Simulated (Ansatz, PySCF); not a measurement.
C$_{2}$H$_{7}$Al (SMILES [CH3][AlH][CH3]), singlet, geometry from GFN2-xTB (such geometries of metal compounds can be far from the true shape), atoms displaced at random by about 0.08 Å a coordinate. Base run: PySCF with PBE/STO-3G, gradient.

Here is a job for PySCF.
```python
from pyscf import gto, scf, dft

mol = gto.Mole()
mol.atom = '''
    Al    0.326296   -0.172985   -0.203075
    C    -0.504680   -1.644528    0.570010
    H    -0.036374   -2.719126    0.176381
    H    -1.602085   -1.559444    0.307278
    H    -0.415552   -1.780630    1.487963
    C     0.098279    1.726040   -0.043716
    H     0.706503    2.373304   -0.586421
    H    -0.009873    2.014672    1.088915
    H    -0.942176    2.217328   -0.440439
    H     1.652888   -0.213792   -1.171898
'''
mol.basis = 'sto-3g'
mol.charge = 0
mol.spin = 0
mol.verbose = 4
mol.build()

mf = dft.RKS(mol)
mf.xc = 'pbe'
mf.kernel()
g = mf.nuc_grad_method()
grad = g.kernel()
```

Programs used: Ansatz (an electronic-structure program), PySCF; a row that names a program was run with it.

The coordinate followed is y of atom 7.

The base run was repeated with changes; each row names its change, and settings that it needs were set with it.

```json
[
 {"change": "base", "dE/dx (Eh/bohr)": "-0.025092", "net force (Eh/bohr)": "0.000025"},
 {"change": "grids.level = 0; grid_response = on", "dE/dx (Eh/bohr)": "-0.024736", "net force (Eh/bohr)": "0.000000"},
 {"change": "finite difference step (bohr) = 0.01; conv_tol = 1e-11", "dE/dx (Eh/bohr)": "-0.025095", "net force (Eh/bohr)": "-"},
 {"change": "finite difference step (bohr) = 0.2; conv_tol = 1e-11", "dE/dx (Eh/bohr)": "-0.025676", "net force (Eh/bohr)": "-"},
 {"change": "grid_response = on", "dE/dx (Eh/bohr)": "-0.025093", "net force (Eh/bohr)": "0.000000"},
 {"change": "finite difference step (bohr) = 0.05; conv_tol = 1e-11", "dE/dx (Eh/bohr)": "-0.025131", "net force (Eh/bohr)": "-"},
 {"change": "code = ansatz", "dE/dx (Eh/bohr)": "-0.025092", "net force (Eh/bohr)": "0.000000"},
 {"change": "conv_tol = 1e-6", "dE/dx (Eh/bohr)": "-0.025092", "net force (Eh/bohr)": "0.000025"},
 {"change": "conv_tol = 1e-4", "dE/dx (Eh/bohr)": "-0.024953", "net force (Eh/bohr)": "0.000025"},
 {"change": "finite difference step (bohr) = 1e-5; conv_tol = 1e-11", "dE/dx (Eh/bohr)": "-0.025093", "net force (Eh/bohr)": "-"},
 {"change": "grids.level = 5; grid_response = off", "dE/dx (Eh/bohr)": "-0.025092", "net force (Eh/bohr)": "0.000003"},
 {"change": "grids.level = 0; grid_response = off", "dE/dx (Eh/bohr)": "-0.025955", "net force (Eh/bohr)": "0.003935"}
]
```

The net force is zero for an exact gradient.
